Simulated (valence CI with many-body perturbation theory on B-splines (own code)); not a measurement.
**Te²⁺: electric-dipole lines**

Computed by configuration interaction combined with many-body perturbation theory (CI+MBPT): four valence electrons over a frozen Dirac-Fock core [Kr] 4d10, radial functions for each j: 11 s, 11 p, 9 d, 7 f, 5 g, 2 h, 1 i, with the one-electron correlation potential Σ1, the two-electron term Σ2, the three-electron term Σ3, Breit, model QED; selected CI, second order for the rest, scaled by the run's own slope (own B-spline code, finite nucleus).

Against 45 measured levels this calculation errs by 178 cm⁻¹ on average and by 974 at most. These come from a selection out of Zhang, Palmeri, Quinet and Biemont, Astron. Astrophys. 551, A136 (2013). Levels without a partner in it may be off by more. Among the levels kept, up to 270 cm⁻¹ of a level comes from second order outside the variational space, and about a tenth of that is noise between levels of different J, which matters for small intervals. 7 measured levels below the end of the list, from 114216 cm⁻¹ on, found no clear computed partner, and computed levels of the same name lie up to 1987 cm⁻¹ from them.

Lines 201 to 250 of 284 in falling wavelength, among levels below 21.556 eV, chosen from the strongest by gf and those to the six lowest levels. Wavelengths and rates use the calculated energies, so an error of 200 cm⁻¹ moves a line at 97.13 nm by 0.19 % and its rate by three times that or more. Electric multipoles are in the length gauge, E1 and E2 with the static RPA response of the core. Weak lines are less certain than strong ones. Lines between different terms over intervals too small for the method are left out, as are lines whose strength nearly cancels. Where a level lies close to another of its J and parity, the split of strength between their lines is uncertain. The highest levels of a list are the least certain.

Names give the largest LS component (configuration and term), which can be under half, so a name can repeat, a term be missing and a line seem to break the LS rules; names also repeat where a configuration has a term twice. Letters in brackets count levels of one name in rising energy.

| λ vac (nm) | λ from measured levels | Upper | Lower | A (s⁻¹) | S (a.u.) with core polarisation | S without |
| --- | --- | --- | --- | --- | --- | --- |
| 97.41 |  | 5s.5p2.5d 3P_2 | 5s.5p3 5S°_2 | 1.24e+07 | 2.82e-02 | 3.08e-02 |
| 97.13 | 97.36 | 5s2.5p.6s 3P°_0 | 5s2.5p2 3P_1 | 2.50e+09 | 1.13e+00 | 1.09e+00 |
| 96.87 | 97.12 | 5s2.5p.6s 3P°_1 | 5s2.5p2 3P_1 | 5.81e+08 | 7.82e-01 | 7.89e-01 |
| 96.29 | 96.58 | 5s2.5p.5d 3D°_3 | 5s2.5p2 1D_2 | 2.26e+08 | 6.96e-01 | 8.37e-01 |
| 96.27 |  | 5s.5p2.5d 5F_2 | 5s.5p3 5S°_2 | 2.07e+07 | 4.55e-02 | 5.24e-02 |
| 95.22 | 95.45 | 5s2.5p.5d 3P°_1 [a] | 5s2.5p2 1D_2 | 7.38e+08 | 9.43e-01 | 1.08e+00 |
| 95.13 |  | 5s.5p2.5d 5F_3 | 5s.5p3 5S°_2 | 1.06e+08 | 3.15e-01 | 3.55e-01 |
| 94.83 | 95.10 | 5s2.5p.5d 3D°_2 | 5s2.5p2 1D_2 | 1.26e+07 | 2.64e-02 | 2.00e-02 |
| 94.82 |  | 5s2.5p.7p 3P_1 | 5s.5p3 5S°_2 | 1.20e+07 | 1.51e-02 | 1.36e-02 |
| 94.24 |  | 5s2.5p.7p 3D_2 | 5s.5p3 5S°_2 | 5.96e+05 | 1.23e-03 | 1.16e-03 |
| 94.08 |  | 5s2.5p.5d 1P°_1 | 5s2.5p2 3P_2 | 3.52e+08 | 4.34e-01 | 5.44e-01 |
| 93.91 |  | 5s.5p3 1P°_1 | 5s2.5p2 1S_0 | 7.19e+09 | 8.82e+00 | 1.03e+01 |
| 93.07 |  | 5s.5p2.5d 3P_1 | 5s.5p3 5S°_2 | 1.89e+07 | 2.26e-02 | 2.60e-02 |
| 93.07 | 93.24 | 5s2.5p.6s 3P°_2 [a] | 5s2.5p2 3P_2 | 2.05e+09 | 4.07e+00 | 4.39e+00 |
| 92.85 | 93.09 | 5s2.5p.5d 3P°_1 [b] | 5s2.5p2 1D_2 | 5.31e+09 | 6.29e+00 | 7.41e+00 |
| 92.59 | 92.83 | 5s2.5p.6s 3P°_1 | 5s2.5p2 3P_0 | 6.35e+08 | 7.47e-01 | 7.14e-01 |
| 92.56 |  | 5s.5p3 3S°_1 | 5s2.5p2 3P_2 | 2.75e+09 | 3.23e+00 | 4.14e+00 |
| 91.85 |  | 5s2.5p.6s 3P°_2 [b] | 5s2.5p2 3P_2 | 2.61e+08 | 4.99e-01 | 3.73e-01 |
| 91.17 |  | 5s2.5p.5d 1P°_1 | 5s2.5p2 3P_1 | 1.23e+08 | 1.38e-01 | 1.86e-01 |
| 90.92 |  | 5s2.5p.6s 1P°_1 | 5s2.5p2 3P_2 | 1.87e+09 | 2.08e+00 | 2.53e+00 |
| 90.73 | 91.01 | 5s2.5p.5d 1F°_3 | 5s2.5p2 1D_2 | 8.25e+09 | 2.13e+01 | 2.39e+01 |
| 90.73 |  | 5s.5p3 1D°_2 | 5s2.5p2 1D_2 | 8.34e+09 | 1.54e+01 | 1.87e+01 |
| 90.22 | 90.36 | 5s2.5p.6s 3P°_2 [a] | 5s2.5p2 3P_1 | 5.81e+09 | 1.05e+01 | 1.17e+01 |
| 89.74 |  | 5s.5p3 3S°_1 | 5s2.5p2 3P_1 | 2.91e+08 | 3.11e-01 | 4.71e-01 |
| 89.07 |  | 5s2.5p.6s 3P°_2 [b] | 5s2.5p2 3P_1 | 1.06e+09 | 1.84e+00 | 2.39e+00 |
| 88.49 | 88.70 | 5s2.5p.5d 3D°_3 | 5s2.5p2 3P_2 | 8.41e+09 | 2.01e+01 | 2.31e+01 |
| 88.20 |  | 5s2.5p.6s 1P°_1 | 5s2.5p2 3P_1 | 3.75e+09 | 3.81e+00 | 4.48e+00 |
| 87.58 | 87.75 | 5s2.5p.5d 3P°_1 [a] | 5s2.5p2 3P_2 | 1.38e+09 | 1.38e+00 | 1.56e+00 |
| 87.37 |  | 5s2.5p.5d 1P°_1 | 5s2.5p2 3P_0 | 4.12e+09 | 4.07e+00 | 4.58e+00 |
| 87.25 | 87.45 | 5s2.5p.5d 3D°_2 | 5s2.5p2 3P_2 | 6.52e+09 | 1.07e+01 | 1.27e+01 |
| 86.06 |  | 5s.5p3 3S°_1 | 5s2.5p2 3P_0 | 4.08e+09 | 3.85e+00 | 4.70e+00 |
| 85.57 | 85.75 | 5s2.5p.5d 3P°_1 [b] | 5s2.5p2 3P_2 | 1.51e+09 | 1.40e+00 | 1.76e+00 |
| 85.05 | 85.20 | 5s2.5p.5d 3P°_1 [a] | 5s2.5p2 3P_1 | 4.79e+09 | 4.36e+00 | 5.23e+00 |
| 84.79 | 84.90 | 5s2.5p.5d 3P°_0 | 5s2.5p2 3P_1 | 6.36e+09 | 1.91e+00 | 2.26e+00 |
| 84.74 | 84.92 | 5s2.5p.5d 3D°_2 | 5s2.5p2 3P_1 | 1.80e+09 | 2.71e+00 | 3.08e+00 |
| 84.64 |  | 5s2.5p.6s 1P°_1 | 5s2.5p2 3P_0 | 4.42e+08 | 3.97e-01 | 4.47e-01 |
| 83.77 | 83.98 | 5s2.5p.5d 1F°_3 | 5s2.5p2 3P_2 | 2.08e+08 | 4.23e-01 | 4.50e-01 |
| 83.77 |  | 5s.5p3 1D°_2 | 5s2.5p2 3P_2 | 1.28e+08 | 1.86e-01 | 2.52e-01 |
| 83.70 |  | 5s.5p3 1P°_1 | 5s2.5p2 1D_2 | 1.01e+09 | 8.80e-01 | 1.24e+00 |
| 83.15 | 83.31 | 5s2.5p.5d 3P°_1 [b] | 5s2.5p2 3P_1 | 3.82e+07 | 3.26e-02 | 2.36e-02 |
| 81.74 | 81.88 | 5s2.5p.5d 3P°_1 [a] | 5s2.5p2 3P_0 | 1.43e+06 | 1.16e-03 | 3.26e-03 |
| 81.45 |  | 5s.5p3 1D°_2 | 5s2.5p2 3P_1 | 4.41e+07 | 5.88e-02 | 7.20e-02 |
| 77.74 |  | 5s.5p3 1P°_1 | 5s2.5p2 3P_2 | 1.84e+06 | 1.28e-03 | 3.92e-03 |
| 76.98 | 76.45 | 5s2.5p.7s 3P°_1 | 5s2.5p2 1S_0 | 3.16e+07 | 2.14e-02 | 2.07e-02 |
| 75.18 | 75.22 | 5s2.5p.6d 3D°_1 | 5s2.5p2 1S_0 | 7.96e+07 | 5.01e-02 | 6.37e-02 |
| 71.85 |  | 5s2.5p.7s 1P°_1 | 5s2.5p2 1S_0 | 1.46e+08 | 8.03e-02 | 7.08e-02 |
| 70.52 | 70.54 | 5s2.5p.6d 3P°_1 | 5s2.5p2 1S_0 | 3.49e+07 | 1.81e-02 | 2.12e-02 |
| 69.98 | 69.52 | 5s2.5p.7s 3P°_1 | 5s2.5p2 1D_2 | 1.09e+08 | 5.54e-02 | 5.26e-02 |
| 69.46 | 69.42 | 5s2.5p.6d 3F°_2 | 5s2.5p2 1D_2 | 6.88e+07 | 5.69e-02 | 7.80e-02 |
| 68.79 | 68.78 | 5s2.5p.6d 3P°_2 [a] | 5s2.5p2 1D_2 | 6.29e+07 | 5.05e-02 | 7.12e-02 |
